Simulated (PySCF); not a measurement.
SMILES C[Si](C)(C)[Te], doublet, CAM-B3LYP/def2-SVP optimised geometry.

```
14

C      1.61    -0.65     0.00
Si    -0.27    -0.65     0.00
C     -0.91     1.12     0.00
C     -0.93    -1.59     1.49
Te    -1.12    -1.87    -2.04
H      1.99    -0.13     0.90
H      2.01    -1.67     0.00
H      2.01    -0.13    -0.89
H     -0.57     1.67    -0.89
H     -2.01     1.14     0.00
H     -0.55     1.66     0.89
H     -0.58    -1.10     2.41
H     -2.03    -1.60     1.50
H     -0.57    -2.63     1.50
```

Density from unrestricted CAM-B3LYP/def2-TZVP, def2 effective core potentials past Kr (PySCF 2.14.0) at that geometry. The core electrons that the potentials of Te replace are not part of the density.

Minimum of the electron density along straight lines between bonded atoms, close to the bond critical point (lines longer than 1.1 times the sum of covalent radii, or with two minima, are not listed):

```
bond     length / Å  ρ at the minimum / e bohr⁻³  ∇²ρ there / e bohr⁻⁵  position (fraction from the first atom)
-------  ----------  ---------------------------  --------------------  ---------------------------------------
C1–Si2        1.879                        0.123                  0.15                                     0.61
Si2–C3        1.879                        0.123                  0.15                                     0.39
Si2–C4        1.881                        0.122                  0.15                                     0.39
Si2–Te5       2.531                        0.080                 -0.12                                     0.38
C1–H6         1.103                        0.266                 -0.87                                     0.64
C1–H7         1.100                        0.268                 -0.89                                     0.64
C1–H8         1.100                        0.268                 -0.88                                     0.64
C3–H9         1.100                        0.268                 -0.88                                     0.64
C3–H10        1.100                        0.268                 -0.89                                     0.64
C3–H11        1.103                        0.266                 -0.87                                     0.64
C4–H12        1.103                        0.265                 -0.87                                     0.64
C4–H13        1.100                        0.268                 -0.89                                     0.64
C4–H14        1.100                        0.268                 -0.89                                     0.64
```
